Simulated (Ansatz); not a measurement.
Input file for GeH₆OSSi (`[SiH3][O][GeH2][SH]`):

```yaml
crystal:
  periodic: [false, false, false]
  atoms:
    - {symbol: Si, position_ang: [0.013194, 1.641895, 0.510797]}
    - {symbol: O, position_ang: [-0.889833, 0.409395, -0.085141]}
    - {symbol: Ge, position_ang: [-0.466945, -1.142560, -0.826135]}
    - {symbol: S, position_ang: [1.483841, -1.854021, -0.054835]}
    - {symbol: H, position_ang: [0.634415, 1.273805, 1.810884]}
    - {symbol: H, position_ang: [1.094251, 2.026439, -0.437536]}
    - {symbol: H, position_ang: [-0.896830, 2.796463, 0.714267]}
    - {symbol: H, position_ang: [-1.605804, -2.095451, -0.451775]}
    - {symbol: H, position_ang: [-0.280254, -0.935917, -2.333851]}
    - {symbol: H, position_ang: [0.997065, -2.171246, 1.156426]}
basis:
  gaussian: {orbitals: def2-TZVPP}
correlation: {method: ccsd_t}
```

```sh
$ ansatz run in.yaml --threads 4 --pin off --events-out ev --progress --plain --max-ram 10444MiB
```

The program prints (abridged):

```
Functional definition: HF
1455 factors; integrals over basis functions are off by at most 9.2e-4 eV
mean field evaluation 1: about -77285.8064 eV, gradient 4.0e1 eV
mean field evaluation 2: about -77286.0529 eV, gradient 4.0e1 eV
mean field evaluation 4: about -77289.5610 eV, gradient 3.9e0 eV
mean field evaluation 8: about -77289.6310 eV, gradient 2.7e-1 eV
mean field -77289.63156592 eV, -2840.3415712537 hartree, gradient 4.3e-6 eV, S^2 0.000000; 0 other end points of the search recorded, 0 dependent functions left out
20 core orbitals not correlated: weight in the atoms' cores, before any rotation towards them, 1.000 or more for the frozen orbitals, at most 0.000 for the correlated occupied ones
reference -77289.63156592 eV, -2840.3415712537 hartree; 18, 18 occupied and 209, 209 virtual orbitals, 1455 factors
second order -21.71443563 eV of doubles, -0.00000000 eV of singles
cycle   1  -22.13929129 eV  change   -4.2e-1 eV  update   1.1e-1
cycle   2  -22.81453833 eV  change   -6.8e-1 eV  update   3.4e-2
cycle   3  -22.94154317 eV  change   -1.3e-1 eV  update   1.7e-2
cycle   4  -22.92810370 eV  change    1.3e-2 eV  update   3.6e-3
cycle   5  -22.92654813 eV  change    1.6e-3 eV  update   1.5e-3
cycle   6  -22.92679221 eV  change   -2.4e-4 eV  update   4.1e-4
cycle   7  -22.92651257 eV  change    2.8e-4 eV  update   1.6e-4
cycle   8  -22.92650286 eV  change    9.7e-6 eV  update   5.2e-5
cycle   9  -22.92652445 eV  change   -2.2e-5 eV  update   2.1e-5
perturbative correction -0.86596464 eV, -0.0318236137 hartree
Total energy: -77313.42405501 eV, -2841.2159291006 hartree
```

It took 3.3 min on 4 threads of an Arm Neoverse V1 on a shared host, with 4.8 GiB of host memory at the peak.

MP2 recovers 91.3 % of the CCSD(T) correlation energy and the triples give 3.6 %; T1 = 0.0117.
